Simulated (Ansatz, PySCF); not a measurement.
CH5FS2Si. Atoms are numbered in the order given.

```xyz
10

C      1.7545    -1.1064     0.2215
Si     0.2075    -0.0885     0.2710
F     -0.0807     0.3465     1.8102
S      0.5239     1.6224    -0.9607
S     -1.5812    -1.1316    -0.2650
H      1.6544    -1.9676     0.8991
H      1.9450    -1.4836    -0.7943
H      2.6214    -0.5071     0.5402
H     -0.7569     2.0439    -0.8748
H     -1.2529    -1.1787    -1.5748
```

Coordinates come from a PBE0-D3(BJ)/def2-SVP optimisation. The structure was generated by enumeration, and PubChem lists no compound with its InChIKey, so it may never have been made. The values are those of a single conformer.

Vertical ionisation energy (IE) and electron affinity (EA) in eV. Rows of orbital energies are one-electron estimates. Where ΔSCF, EOM or ADC give a negative EA the extra electron is unbound and the value depends on the basis.

```tsv
level	IE	EA
−ε(HOMO), −ε(LUMO), CAM-B3LYP/def2-TZVP (PySCF)	8.93	-0.94
−ε(HOMO), −ε(LUMO), PBE/def2-TZVP (PySCF)	6.38	1.03
ΔSCF, PBE0/def2-SVPD (Ansatz), final states of multiplicity 2 and 2	[?]	[?]
ΔSCF, PBE/def2-SVPD (Ansatz), final states of multiplicity 2 and 2	9.31	-0.80
```

What belongs in the gaps? (An estimate is asked for; the answer gives what the named calculation found.)


- ΔSCF, PBE0/def2-SVPD (Ansatz, a quantum-chemistry and plane-wave program), final states of multiplicity 2 and 2, IE: 9.66
- ΔSCF, PBE0/def2-SVPD (Ansatz), final states of multiplicity 2 and 2, EA: -1.01

What vertical singlet–triplet gap does ΔSCF give with PBE0/def2-SVPD (Ansatz) and with PBE/def2-SVPD (Ansatz)? (The exact figures need the calculation; the answer reports its results.)

5.67 and 5.26 eV (triplet above singlet where positive).
